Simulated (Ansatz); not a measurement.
Basis-set extrapolation for C2H9FSi2 (`F[SiH2]CC[SiH3]`) (PBE0-D4/def2-TZVP geometry, frozen core, Ansatz). Multiplicity 1, RHF reference.

```csv
,def2-TZVPP,def2-QZVPP
HF,-758.444019,-758.471048
MP2 correlation,-0.855442,-0.920682
CCSD(T) correlation,-0.946611,not run
```

Energies in hartree. Use E(X) = E(∞) + A·exp(−7.88·√X) for Hartree–Fock and E(X) = E(∞) + B·X^(−2.97) for correlation, with X = 3 and 4, and add CCSD(T) minus MP2 of the smaller set to the MP2 limit.

Q: What is the CCSD(T) energy at the basis-set limit?

A: HF limit: -758.471048 + (-0.027029) × 0.13774 = -758.47477. MP2 limit: -0.920682 + (-0.065240) × 0.74074 = -0.96901. Higher-order term: -0.946611 − (-0.855442) = -0.09117. Total: -759.53495 hartree, 90.6 kcal/mol below CCSD(T)/def2-TZVPP.
